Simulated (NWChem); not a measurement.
Molecule: C$_{3}$H$_{5}$Br; SMILES BrC1CC1

```xyz
9

Br    -0.0252    -1.0212     0.0000
C      0.5706     0.7971     0.0000
C     -0.1971     1.8318    -0.7521
C     -0.1971     1.8318     0.7521
H      1.6617     0.8405     0.0000
H      0.3749     2.5956    -1.2870
H     -1.1126     1.5138    -1.2573
H      0.3749     2.5956     1.2870
H     -1.1126     1.5138     1.2573
```
Atoms are numbered in this order, from 1.

All runs use the structure optimised with PBE0/def2-SVP.

Spin-orbit effects, on the heavy nuclei and on their neighbours, are missing.

Problem. Give the principal values of the shielding tensors (ppm) of Br1, C2, C3 from PBE/pcSseg-1, GIAO (NWChem), with their diamagnetic and paramagnetic parts as GIAO splits them.

Solution. 
| atom | σ11 | σ22 | σ33 | isotropic | diamagnetic | paramagnetic |
|---|---|---|---|---|---|---|
| Br1 | 1525.2 | 1807.8 | 3027.7 | 2120.2 | 3121.1 | -1000.9 |
| C2 | 109.0 | 129.4 | 210.3 | 149.6 | 246.8 | -97.2 |
| C3 | 129.0 | 167.5 | 206.5 | 167.7 | 247.2 | -79.6 |
